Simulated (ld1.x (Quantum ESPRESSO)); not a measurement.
u(r) = r·R(r): atom against pseudo-atom (sulfur)

Columns: radius, all-electron u(r) and pseudo u(r) of the 3p shell (level -11.80 eV) of sulfur in the configuration [Ne] 3s2 3p3.5; LDA (PZ), scalar-relativistic, ultrasoft scheme, ld1.x (Quantum ESPRESSO) 7.5.

```json
{"r (bohr)": "0.078", "all-electron": "0.1230", "pseudo": "-0.0045"}
{"r (bohr)": "0.155", "all-electron": "0.2723", "pseudo": "-0.0178"}
{"r (bohr)": "0.232", "all-electron": "0.3436", "pseudo": "-0.0396"}
{"r (bohr)": "0.310", "all-electron": "0.3356", "pseudo": "-0.0700"}
{"r (bohr)": "0.388", "all-electron": "0.2700", "pseudo": "-0.1082"}
{"r (bohr)": "0.465", "all-electron": "0.1715", "pseudo": "-0.1527"}
{"r (bohr)": "0.542", "all-electron": "0.0566", "pseudo": "-0.2031"}
{"r (bohr)": "0.620", "all-electron": "-0.0643", "pseudo": "-0.2589"}
{"r (bohr)": "0.698", "all-electron": "-0.1816", "pseudo": "-0.3181"}
{"r (bohr)": "0.775", "all-electron": "-0.2891", "pseudo": "-0.3785"}
{"r (bohr)": "0.852", "all-electron": "-0.3855", "pseudo": "-0.4391"}
{"r (bohr)": "0.930", "all-electron": "-0.4708", "pseudo": "-0.4989"}
{"r (bohr)": "1.008", "all-electron": "-0.5432", "pseudo": "-0.5555"}
{"r (bohr)": "1.085", "all-electron": "-0.6024", "pseudo": "-0.6064"}
{"r (bohr)": "1.162", "all-electron": "-0.6501", "pseudo": "-0.6507"}
{"r (bohr)": "1.240", "all-electron": "-0.6876", "pseudo": "-0.6876"}
{"r (bohr)": "1.318", "all-electron": "-0.7151", "pseudo": "-0.7151"}
{"r (bohr)": "1.395", "all-electron": "-0.7337", "pseudo": "-0.7337"}
{"r (bohr)": "1.472", "all-electron": "-0.7447", "pseudo": "-0.7447"}
{"r (bohr)": "1.550", "all-electron": "-0.7493", "pseudo": "-0.7493"}
{"r (bohr)": "1.628", "all-electron": "-0.7481", "pseudo": "-0.7481"}
{"r (bohr)": "1.705", "all-electron": "-0.7422", "pseudo": "-0.7422"}
{"r (bohr)": "1.782", "all-electron": "-0.7324", "pseudo": "-0.7324"}
{"r (bohr)": "1.860", "all-electron": "-0.7191", "pseudo": "-0.7191"}
{"r (bohr)": "1.938", "all-electron": "-0.7031", "pseudo": "-0.7031"}
{"r (bohr)": "2.015", "all-electron": "-0.6852", "pseudo": "-0.6852"}
```

(1) How many radial nodes do the two functions have?

(2) At about which radius was the pseudo-wave matched?

(3) Where does each function peak?

(4) Is the pseudo-wave norm-conserving?

## Answers

(1) The all-electron 3p function has n − l − 1 = 1; the pseudo-wave has 0, since the states of the same l below it are removed with the core.

(2) 1.25 bohr, where the columns begin to agree (steps of 0.08 bohr).

(3) Outermost all-electron maximum near 1.55 bohr, pseudo maximum near 1.55 bohr (to the table’s step).

(4) No, it belongs to an ultrasoft set: the norm inside the radius is not constrained, and the difference is carried by the augmentation charge.
